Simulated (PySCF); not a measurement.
# Br, SMILES `[Br]` (charge 0, multiplicity 2)

All values below come from TPSSh-D3(BJ)/def2-TZVP in PySCF.

```
Quantity                                        Value
-----------------------------  ----------------------
highest occupied spin orbital                -8.08 eV
dipole moment                                  0.00 D
total energy                            -2574.0232 Ha
cost                           roughly 4 core-seconds
```

```xyz
1

Br     0.0000     0.0000     0.0000
```
Charge 0, spin multiplicity 2.
